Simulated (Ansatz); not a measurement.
Species: Cu, charge 1, singlet.

Total energies in aug-cc-pwCVTZ-DK, 18 correlated electrons, 5 frozen orbitals. Radicals and triplets start from unrestricted determinants; spin-orbit coupling is neglected. The -DK rows use spin-free X2C, correlate 3s3p of the metal (1s2s2p frozen) and give its partners the cc-pVXZ-DK valence sets.

```tsv
method	program	energy (Eh)	minus CCSDT(Q) (mEh)
HF	Ansatz	-1652.91527	892.31
MP2	Ansatz	-1653.90580	-98.23
CCSD	Ansatz	-1653.78392	23.65
CCSD(T)	Ansatz	-1653.81008	-2.51
CCSDT(Q)	Ansatz	-1653.80757	0.00
```

Ansatz is a quantum-chemistry and plane-wave program.
